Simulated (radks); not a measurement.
Results of a calculation; reference values are marked as such.
Initial-state core-level shifts of neutral erbium when its valence configuration changes from [Xe] 4f12 6s2. Code: a radial shooting solver on a logarithmic mesh with Libxc functionals. Model: scalar-relativistic Kohn-Sham, PBEsol, spin-polarised, spherical densities, point nucleus; open shells are filled with parallel spins first (spin-orbit coupling, left out, can overturn this in heavy ions). Shifts are changes of the shell-averaged eigenvalues in eV (positive: less bound).

valence                2s       3s       3d      5s
4f12 5d1 6s1       +0.769   +0.742   +0.749  +0.898
4f12 6s1 6p1       -1.257   -1.241   -1.243  -1.320
4f11 5d1 6s2       -6.968   -7.704   -7.617  -3.990
4f11 6s2 6p1      -10.231  -10.909  -10.835  -7.313
4f11.5 6s2 6p0.5   -4.852   -5.158   -5.125  -3.586
